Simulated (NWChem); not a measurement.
System: CH8OSi2; SMILES C[SiH2][SiH2]O

Input file for NWChem:

```
start job
memory heap 200 mb stack 900 mb global 1100 mb
geometry units angstroms noautosym nocenter noautoz
  C      1.023158    -2.008316    -0.318118
  Si    -0.491269    -1.046543     0.298644
  Si    -0.491966     1.219500    -0.347335
  O      0.787351     2.092693     0.302527
  H      0.996753    -3.044602     0.036468
  H      1.952421    -1.551332     0.039086
  H      1.057553    -2.025887    -1.412918
  H     -1.741660    -1.681349    -0.218755
  H     -0.556416    -1.124940     1.791062
  H     -0.321058     1.346127    -1.819074
  H     -1.811233     1.825709     0.017170
  H      0.842870     2.104440     1.268146
end
basis spherical
  * library def2-svp
end
dft
  xc b3lyp
  iterations 150
  mulliken
end
task dft energy
esp
  recalculate
  probe 0.07
  range 0.3
  factor 1.0
  spacing 0.02
end
task esp
```

Parts of the log:

```
             Northwest Computational Chemistry Package (NWChem) 7.3.0
             --------------------------------------------------------

                             Geometry "geometry" -> ""
                             -------------------------

 Output coordinates in angstroms (scale by  1.889725989 to convert to a.u.)

  No.       Tag          Charge          X              Y              Z
 ---- ---------------- ---------- -------------- -------------- --------------
    1 C                    6.0000     1.02315800    -2.00831600    -0.31811800
    2 Si                  14.0000    -0.49126900    -1.04654300     0.29864400
    3 Si                  14.0000    -0.49196600     1.21950000    -0.34733500
    4 O                    8.0000     0.78735100     2.09269300     0.30252700
    5 H                    1.0000     0.99675300    -3.04460200     0.03646800
    6 H                    1.0000     1.95242100    -1.55133200     0.03908600
    7 H                    1.0000     1.05755300    -2.02588700    -1.41291800
    8 H                    1.0000    -1.74166000    -1.68134900    -0.21875500
    9 H                    1.0000    -0.55641600    -1.12494000     1.79106200
   10 H                    1.0000    -0.32105800     1.34612700    -1.81907400
   11 H                    1.0000    -1.81123300     1.82570900     0.01717000
   12 H                    1.0000     0.84287000     2.10444000     1.26814600

 Effective nuclear repulsion energy (a.u.)     218.0271218925

                                 NWChem DFT Module
                                 -----------------

 Summary of "ao basis" -> "ao basis" (spherical)
 ------------------------------------------------------------------------------
       Tag                 Description            Shells   Functions and Types
 ---------------- ------------------------------  ------  ---------------------
 C                          def2-svp                 6       14   3s2p1d
 Si                         def2-svp                 8       18   4s3p1d
 O                          def2-svp                 6       14   3s2p1d
 H                          def2-svp                 3        5   2s1p

            General Information
            -------------------
          SCF calculation type: DFT
          Wavefunction type:  closed shell.
          No. of atoms     :    12
          No. of electrons :    50
           Alpha electrons :    25
            Beta electrons :    25
          Charge           :     0
          Spin multiplicity:     1
          Use of symmetry is: off; symmetry adaption is: off
          Maximum number of iterations: 150
          AO basis - number of functions:   104
                     number of shells:    52
          Convergence on energy requested:  1.00D-06
          Convergence on density requested:  1.00D-05
          Convergence on gradient requested:  5.00D-04

              XC Information
              --------------
                         B3LYP Method XC Potential
                     Hartree-Fock (Exact) Exchange  0.200
                        Slater Exchange Functional  0.800 local
                    Becke 1988 Exchange Functional  0.720 non-local
              Lee-Yang-Parr Correlation Functional  0.810
                  VWN I RPA Correlation Functional  0.190 local

             Grid Information
             ----------------
          Grid used for XC integration:  medium
          Radial quadrature: Mura-Knowles
          Angular quadrature: Lebedev.
          Tag              B.-S. Rad. Rad. Pts. Rad. Cut. Ang. Pts.
          ---              ---------- --------- --------- ---------
          C                   0.70       49          12.0       434
          Si                  1.10       88          11.0       590
          O                   0.60       49          12.0       434
          H                   0.35       45          13.0       434
          Grid pruning is: on
          Number of quadrature shells:   634
          Spatial weights used:  Erf1

      Superposition of Atomic Density Guess
      -------------------------------------

 Sum of atomic energies:        -693.78728513

      Non-variational initial energy
      ------------------------------

 Total energy =    -695.408712
 1-e energy   =   -1391.894776
 2-e energy   =     478.458942
 HOMO         =      -0.299244
 LUMO         =       0.023407

     ---------------------------------------------
      Total Density - Mulliken Population Analysis
     ---------------------------------------------

    Atom       Charge   Shell Charges
 -----------   ------   -------------------------------------------------------
    1 C    6     6.58   1.99  0.96  0.28  2.11  1.22  0.01
    2 Si  14    13.71   2.00  1.99  1.03  0.28  5.94  1.15  1.20  0.13
    3 Si  14    13.34   2.00  1.99  0.99  0.25  5.94  1.04  0.95  0.19
    4 O    8     8.79   1.99  1.10  0.64  3.09  1.96  0.00
    5 H    1     0.87   0.66  0.18  0.03
    6 H    1     0.87   0.66  0.18  0.03
    7 H    1     0.87   0.66  0.18  0.03
    8 H    1     1.06   0.69  0.36  0.01
    9 H    1     1.07   0.70  0.36  0.01
   10 H    1     1.10   0.71  0.38  0.01
   11 H    1     1.09   0.70  0.38  0.01
   12 H    1     0.65   0.52  0.07  0.06

   convergence    iter        energy       DeltaE   RMS-Dens  Diis-err
 ---------------- ----- ----------------- --------- --------- ---------
 d= 0,ls=0.0,diis     1   -696.8670393718 -9.15D+02  1.16D-02  5.72D-01
 d= 0,ls=0.0,diis     2   -696.8264366513  4.06D-02  7.15D-03  1.05D+00
 d= 0,ls=0.0,diis     3   -696.9312926695 -1.05D-01  1.24D-03  3.84D-02
 d= 0,ls=0.0,diis     4   -696.9347271973 -3.43D-03  3.73D-04  1.34D-03
 d= 0,ls=0.0,diis     5   -696.9349094853 -1.82D-04  9.86D-05  1.69D-04
  Resetting Diis
 d= 0,ls=0.0,diis     6   -696.9349321703 -2.27D-05  2.73D-05  9.66D-06
 d= 0,ls=0.0,diis     7   -696.9349334701 -1.30D-06  1.11D-05  3.73D-07
 d= 0,ls=0.0,diis     8   -696.9349334769 -6.82D-09  5.36D-06  3.54D-07

         Total DFT energy =     -696.934933476894
      One electron energy =    -1395.986903787723
           Coulomb energy =      539.926023688668
    Exchange-Corr. energy =      -58.901175270318
 Nuclear repulsion energy =      218.027121892479

 Numeric. integr. density =       49.999993353128

                       DFT Final Molecular Orbital Analysis
                       ------------------------------------

 Vector   23  Occ=2.000000D+00  E=-3.308931D-01
              MO Center=  2.7D-01, -1.1D+00, -3.8D-02, r^2= 4.0D+00
   Bfn.  Coefficient  Atom+Function         Bfn.  Coefficient  Atom+Function
  ----- ------------  ---------------      ----- ------------  ---------------
     4      0.322274   1 C  px               22     -0.243443   2 Si px
    80      0.177910   8 H  s                 5     -0.174635   1 C  py
    54      0.174399   4 O  px               25     -0.168527   2 Si px
     7      0.161885   1 C  px               55     -0.139336   4 O  py
    19      0.137033   2 Si px               57      0.128584   4 O  px

 Vector   24  Occ=2.000000D+00  E=-3.156546D-01
              MO Center= -2.3D-01,  1.2D+00, -2.1D-01, r^2= 4.2D+00
   Bfn.  Coefficient  Atom+Function         Bfn.  Coefficient  Atom+Function
  ----- ------------  ---------------      ----- ------------  ---------------
    54      0.326837   4 O  px               90     -0.252431  10 H  s
    57      0.244336   4 O  px               95      0.244223  11 H  s
    91     -0.204133  10 H  s                96      0.188860  11 H  s
    42      0.148734   3 Si pz               40     -0.137711   3 Si px
    56     -0.131307   4 O  pz               85     -0.126537   9 H  s

 Vector   25  Occ=2.000000D+00  E=-2.686186D-01
              MO Center= -2.9D-01,  4.5D-01,  4.3D-02, r^2= 4.0D+00
   Bfn.  Coefficient  Atom+Function         Bfn.  Coefficient  Atom+Function
  ----- ------------  ---------------      ----- ------------  ---------------
    55      0.314111   4 O  py               23      0.270077   2 Si py
    58      0.251325   4 O  py               41     -0.237115   3 Si py
    26      0.229752   2 Si py               95     -0.172453  11 H  s
    96     -0.173126  11 H  s                20     -0.141809   2 Si py
    17      0.135336   2 Si s                38      0.120164   3 Si py

 Vector   26  Occ=0.000000D+00  E=-5.344751D-03
              MO Center= -2.2D-01,  7.2D-01,  2.0D-01, r^2= 4.7D+00
   Bfn.  Coefficient  Atom+Function         Bfn.  Coefficient  Atom+Function
  ----- ------------  ---------------      ----- ------------  ---------------
    53      0.600740   4 O  s                43     -0.502382   3 Si px
    81     -0.437470   8 H  s                 3      0.415952   1 C  s
    25     -0.411765   2 Si px              101     -0.391069  12 H  s
    45     -0.375180   3 Si pz               44     -0.354027   3 Si py
    86      0.290102   9 H  s                27     -0.275639   2 Si pz

 Vector   27  Occ=0.000000D+00  E= 1.762184D-02
              MO Center= -2.7D-01, -5.5D-01, -3.4D-02, r^2= 5.3D+00
   Bfn.  Coefficient  Atom+Function         Bfn.  Coefficient  Atom+Function
  ----- ------------  ---------------      ----- ------------  ---------------
     3      1.499393   1 C  s                25     -0.666132   2 Si px
    27      0.607444   2 Si pz               86     -0.505131   9 H  s
    66     -0.493766   5 H  s                91      0.485190  10 H  s
    45      0.458387   3 Si pz               26      0.382390   2 Si py
    96     -0.375795  11 H  s                76     -0.354450   7 H  s

 Vector   28  Occ=0.000000D+00  E= 6.103192D-02
              MO Center= -4.9D-01, -2.4D-01,  1.1D-01, r^2= 5.4D+00
   Bfn.  Coefficient  Atom+Function         Bfn.  Coefficient  Atom+Function
  ----- ------------  ---------------      ----- ------------  ---------------
    26      1.255950   2 Si py               36     -1.223651   3 Si s
    44      0.865177   3 Si py               18      0.720127   2 Si s
     3      0.498130   1 C  s                35     -0.493781   3 Si s
    96      0.472693  11 H  s                45     -0.467760   3 Si pz
    71     -0.344941   6 H  s                17      0.334565   2 Si s

     ---------------------------------------------
      Total Density - Mulliken Population Analysis
     ---------------------------------------------

    Atom       Charge   Shell Charges
 -----------   ------   -------------------------------------------------------
    1 C    6     6.24   1.98  0.90  0.23  2.13  0.98  0.02
    2 Si  14    13.77   2.00  1.98  1.07  0.20  5.93  1.33  1.09  0.17
    3 Si  14    13.51   2.00  1.98  1.05  0.14  5.93  1.27  0.88  0.27
    4 O    8     8.41   1.99  1.07  0.65  2.89  1.80  0.01
    5 H    1     0.95   0.73  0.19  0.02
    6 H    1     0.95   0.73  0.19  0.02
    7 H    1     0.95   0.73  0.19  0.02
    8 H    1     1.09   0.74  0.34  0.01
    9 H    1     1.09   0.74  0.34  0.01
   10 H    1     1.11   0.75  0.35  0.01
   11 H    1     1.12   0.75  0.36  0.01
   12 H    1     0.81   0.68  0.07  0.07

     -------------------------------------------
      Total Density - Lowdin Population Analysis
     -------------------------------------------

    Atom       Charge   Shell Charges
 -----------   ------   -------------------------------------------------------
    1 C    6     6.25   1.96  0.59  0.34  1.90  1.41  0.05
    2 Si  14    13.67   2.00  1.93  0.69  0.35  5.82  1.35  1.29  0.25
    3 Si  14    13.61   2.00  1.93  0.67  0.35  5.82  1.28  1.14  0.41
    4 O    8     8.24   1.97  0.88  0.61  2.72  2.05  0.01
    5 H    1     0.96   0.63  0.27  0.07
    6 H    1     0.97   0.63  0.27  0.07
    7 H    1     0.96   0.63  0.27  0.07
    8 H    1     1.10   0.65  0.43  0.02
    9 H    1     1.10   0.65  0.43  0.02
   10 H    1     1.10   0.65  0.43  0.02
   11 H    1     1.12   0.66  0.44  0.02
   12 H    1     0.91   0.56  0.18  0.18

     Multipole analysis of the density
     ---------------------------------

     L   x y z        total         alpha         beta         nuclear
     -   - - -        -----         -----         ----         -------
     0   0 0 0     -0.000000    -25.000000    -25.000000     50.000000

     1   1 0 0      0.110186      0.913316      0.913316     -1.716446
     1   0 1 0     -0.287425     -2.941652     -2.941652      5.595879
     1   0 0 1      0.396612      0.641429      0.641429     -0.886246

     2   2 0 0    -32.533489    -72.276534    -72.276534    112.019579
     2   1 1 0     -1.298454     11.788634     11.788634    -24.875723
     2   1 0 1      1.174485      0.737971      0.737971     -0.301457
     2   0 2 0    -32.928442   -239.362520   -239.362520    445.796598
     2   0 1 1      2.775184      1.588488      1.588488     -0.401792
     2   0 0 2    -29.734631    -40.667298    -40.667298     51.599965

                     NWChem Electrostatic Potential Fit Module
                     -----------------------------------------

 Atom parameters

 Number of atoms is                                   12
 Number of basis functions is                        104

 Grid parameters

 Maximum number of grid points is                  51286
 Number of grid points is                          51285
 Grid range                                     0.300000 nm
 Grid spacing                                   0.020000 nm
 Probe radius                                   0.070000 nm
 Atom radius factor                             1.000000

 Atomic radii

    1    0.100000
    6    0.147000
    8    0.136000
   14    0.187000
 FASTESP  F
  using M.O. file = ./job.movecs

    Atom              Coordinates                           Charge

                                                  ESP

    1 C     0.102316   -0.200832   -0.031812   -0.063551
    2 Si   -0.049127   -0.104654    0.029864    0.228852
    3 Si   -0.049197    0.121950   -0.034734    0.540365
    4 O     0.078735    0.209269    0.030253   -0.604078
    5 H     0.099675   -0.304460    0.003647    0.025913
    6 H     0.195242   -0.155133    0.003909    0.009422
    7 H     0.105755   -0.202589   -0.141292    0.006837
    8 H    -0.174166   -0.168135   -0.021876   -0.119827
    9 H    -0.055642   -0.112494    0.179106   -0.117370
   10 H    -0.032106    0.134613   -0.181907   -0.116639
   11 H    -0.181123    0.182571    0.001717   -0.157551
   12 H     0.084287    0.210444    0.126815    0.367626
                                            ------------
                                                0.000000

 Dipole moment                                  0.493986

 Quadrupole moment Qxx                         -2.317638
                   Qyy                         -2.114691
                   Qzz                          4.432329

 RMS deviation kJ/mol                           0.053575

 RRMS %                                        35.137584
```

Level: B3LYP/def2-SVP. All runs use the structure optimised with B3LYP/6-31G* (spherical d).
